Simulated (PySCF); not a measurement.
## XPS shifts beside NMR shieldings

Species: C5H14N2Si.
Structure used (PBE0-D3(BJ)/def2-SVP), in Å, numbered top down from 1:
```xyz
22
C5H14N2Si angstrom
C     -1.919   -0.956    0.419
N     -1.282    0.046   -0.399
C     -2.189    1.115   -0.725
C     -0.031    0.525    0.149
C      1.039   -0.565    0.305
C      2.400    0.101    0.500
N      2.463    1.207   -0.437
Si     0.909    1.808   -0.907
H     -1.262   -1.828    0.552
H     -2.196   -0.582    1.432
H     -2.838   -1.311   -0.072
H     -2.512    1.708    0.162
H     -3.096    0.711   -1.203
H     -1.725    1.811   -1.442
H     -0.186    1.003    1.151
H      0.825   -1.250    1.142
H      1.047   -1.164   -0.621
H      2.504    0.432    1.554
H      3.207   -0.630    0.318
H      3.352    1.680   -0.530
H      0.641    3.230   -0.507
H      0.624    1.720   -2.376
```

Binding energies: PySCF, delta-SCF UKS SCAN, pcX-2 on the ionised atom, pcseg-1 elsewhere, spin-free X2C. Shieldings: GIAO PBE0/pcSseg-1, non-relativistic, same geometry.

```csv
atom,C 1s (eV)
C1,291.10
C4,290.46
C5,290.39
C6,291.35
```

Q: What are the absolute isotropic shieldings of these atoms?

A: 
| atom | environment | C 1s (eV) | isotropic shielding (ppm) |
| --- | --- | --- | --- |
| C5 | ring CH2 carbon | 290.39 | 148.8 |
| C4 | sp3 carbon bound to nitrogen | 290.46 | 128.5 |
| C1 | N-methyl carbon | 291.10 | 139.7 |
| C6 | sp3 carbon bound to nitrogen | 291.35 | 137.2 |

Q: Among the listed atoms, is the one with the highest binding energy also the least shielded?

A: No. The highest binding energy is at C6 (291.35 eV, shielding 137.2 ppm), the lowest shielding at C4 (128.5 ppm, 290.46 eV).

By binding energy: C5 < C4 < C1 < C6. By shielding: C4 < C6 < C1 < C5.

Of atoms equivalent by bonding only the ionised one is listed; its partners' own values can differ in this conformer. One conformer (not necessarily the lowest) at the PBE0-D3(BJ)/def2-SVP geometry, without solvent, vibrations or thermal averaging.
